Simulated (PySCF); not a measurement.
Species: C6H11B.
InChI=1S/C6H11B/c1-4-5-6-7(2)3/h4-6H,1H2,2-3H3/b6-5-

The calculation used TDDFT wB97X-D/def2-SVPD, vertical, gas phase, core orbitals frozen in the response in PySCF. Geometry: PBE0-D3(BJ)/def2-SVP, one conformer, isolated molecule. Torsions of this conformer, `[CH2:1]=[CH:2]/[CH:3]=[CH:4]\[B:5]([CH3:6])[CH3:7]`: C1–C2–C3–C4 179°, C3–C4–B5–C6 -23°.

| state | E (eV) | λ (nm) | f | \|μ\| (D) | main configurations (H = HOMO, L = LUMO) |
| --- | --- | --- | --- | --- | --- |
| S1 | 4.94 | 251.0 | 0.586 | 5.60 | H→L (94%) |
| S2 | 5.48 | 226.3 | 0.0005 | 0.15 | H-1→L (94%) |
| S3 | 5.89 | 210.7 | 0.039 | 1.31 | H-2→L (86%) |
| S4 | 6.72 | 184.6 | 0.091 | 1.89 | H→L+2 (52%), H→L+1 (36%) |
| S5 | 6.93 | 178.9 | 0.019 | 0.85 | H→L+1 (39%), H→L+2 (30%), H→L+3 (15%) |
| S6 | 7.07 | 175.3 | 0.0009 | 0.18 | H-4→L (73%), H-1→L+2 (11%) |
| S7 | 7.24 | 171.1 | 0.055 | 1.42 | H-3→L (80%), H→L+2 (8%) |
| S8 | 7.49 | 165.5 | 0.013 | 0.67 | H→L+4 (72%) |
| S9 | 7.58 | 163.5 | 0.053 | 1.36 | H→L+3 (65%), H→L+4 (12%), H→L+1 (9%) |
| S10 | 7.71 | 160.9 | 0.0014 | 0.22 | H-7→L (25%), H-5→L (18%), H-6→L (17%) |

Triplets (Tamm–Dancoff): T1 2.87 eV, H→L (92%); T2 4.76 eV, H-3→L (44%), H→L+2 (34%); T3 5.07 eV, H-1→L (90%); T4 5.54 eV, H-2→L (74%), H-2→L+2 (12%).

The lowest singlet comes at 251 nm (477 kJ/mol) in the ultraviolet; it is strong; its leading configuration is HOMO→LUMO (94%). The lowest level is also the most intense of those listed (f = 0.586). Löwdin shares by element: HOMO carbon 84% or more (atoms not listed hold the other 17%); LUMO carbon 54% or more, boron 17% (atoms not listed hold the other 29%). Weighted by f, the mean energy of these states is 5.57 eV. Orbital energies (eV): HOMO-3 -11.35, HOMO-2 -10.57, HOMO-1 -10.44, HOMO -8.62, LUMO -0.02, LUMO+1 1.91, LUMO+2 2.25. The listed states span 2.77 eV, and the widest gap between neighbours is 0.83 eV (S3 to S4). The vertical ionisation energy (ΔSCF) is 8.73 eV, 1.02 eV above S10. Singlets were solved by full linear response, triplets in the Tamm–Dancoff approximation.

On Arm Neoverse N1, one thread, no GPU (shared host), this took 3.4 min wall and 1.1 GiB of memory at its peak.
